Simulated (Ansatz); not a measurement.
InH2F (SMILES [F][InH2]): the energy, rung by rung

InH2F: 4 atoms, total charge 0, spin state singlet. As SMILES, `[F][InH2]`. The shape is that of a PBE0-D4/def2-TZVP optimisation.

```xyz
4

F    -1.6318   -0.6294    0.1886
In    0.1944    0.0523   -0.0263
H     1.3043   -0.9651    0.7679
H     0.1886    1.4819   -0.9504
```

Each level gives the energy change with the F1–In2 bond stretched from 1.961 to 2.451 Å (eV). The values are calculated.

```json
{"level": "HF/STO-3G (restricted)", "kind": "Hartree–Fock", "program": "Ansatz", "value (eV)": "2.24", "less FCI/STO-3G": "+0.59", "CPU time (all runs)": "0.8 s"}
{"level": "SVWN5/STO-3G (restricted)", "kind": "LDA", "program": "Ansatz", "value (eV)": "1.97", "less FCI/STO-3G": "+0.32", "CPU time (all runs)": "2.1 s"}
{"level": "revPBE/STO-3G (restricted)", "kind": "GGA", "program": "Ansatz", "value (eV)": "1.70", "less FCI/STO-3G": "+0.05", "CPU time (all runs)": "3.1 s"}
{"level": "B3LYP/STO-3G (restricted)", "kind": "global hybrid", "program": "Ansatz", "value (eV)": "1.95", "less FCI/STO-3G": "+0.30", "CPU time (all runs)": "3 s"}
{"level": "CAM-B3LYP/STO-3G (restricted)", "kind": "range-separated hybrid", "program": "Ansatz", "value (eV)": "2.09", "less FCI/STO-3G": "+0.44", "CPU time (all runs)": "3.4 s"}
{"level": "B2PLYP/STO-3G (restricted)", "kind": "double hybrid", "program": "Ansatz", "value (eV)": "2.00", "less FCI/STO-3G": "+0.35", "CPU time (all runs)": "4.2 s"}
{"level": "RPA@PBE/STO-3G (restricted)", "kind": "RPA", "program": "Ansatz", "value (eV)": "1.65", "less FCI/STO-3G": "0.00", "CPU time (all runs)": "4.3 s"}
{"level": "CCSDT(Q)/STO-3G (restricted)", "kind": "coupled cluster or CI", "program": "Ansatz", "value (eV)": "1.65", "less FCI/STO-3G": "0.00", "CPU time (all runs)": "1.6 s"}
{"level": "FCI/STO-3G", "kind": "exact in the basis", "program": "Ansatz", "value (eV)": "1.65", "less FCI/STO-3G": "0.00", "CPU time (all runs)": "14 s"}
```

FCI/STO-3G is exact within its basis and frozen core, so for wave-function methods in that basis the difference is their error; functionals converge differently with the basis, so for them it is only a difference. All-electron rows without a relativistic Hamiltonian named are non-relativistic. The first shape isn't each level's own minimum. The values span 1.65 to 2.24 eV. All rows use very small basis sets, so none should be taken for the real molecule's value. In the correlated wave-function rows the outer d shell of In is correlated, in sets not made for it. In so small a basis fixed costs decide the times, and correlated methods can beat functionals. CPU times are rough (shared hosts, several kinds of processor and program).
